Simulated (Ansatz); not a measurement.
The cluster Ag2Se⁺, relaxed as a doublet with UKS PBE-D4/def2-TZVP in Ansatz, starting from the GFN2-xTB geometry. Force threshold 0.02 eV/Å.

In the def2 sets Ag takes a core potential; there is no spin–orbit coupling. The relaxation made no stability test and no search for a lower SCF solution. The structure comes from a short search, and lower isomers may exist.

Start:

Cartesian coordinates in Å:
```
Ag -1.421 -0.739 0.113
Ag 0.522 1.397 0.592
Se 0.900 -0.658 -0.705
```

**Question.** Estimate the energy that the relaxation releases and the steps that it takes.

**Answer.** 1.0 kcal/mol, in 5 steps; 7.5 s on 4 threads of Arm Neoverse V2 on a shared host. No frequencies were taken in this run, so the end may be a saddle point.

**Question.** Does the start keep its bonding and symmetry?

**Answer.** By distances, no bond broke or formed, bridged metal pairs apart. The bond that changes most is Ag1–Se3, from 2.46 to 2.45 Å (atoms count from 1). Metal–metal contacts that move far: Ag1–Ag2 2.93 to 3.50 Å. The end is the same structure that another start reached. Point group C2v at the start, C2v at the end, both within 0.05 Å.

**Question.** Predict the relaxed structure.

**Answer.** 
```
atom    x (Å)    y (Å)    z (Å)
 Ag1  -1.5480  -0.9919   0.0186
 Ag2   0.7712   1.5609   0.5912
 Se3   0.7769  -0.5690  -0.6098
```
Bond lengths (bridged metal pairs left out): 2 × Ag–Se 2.45 Å.
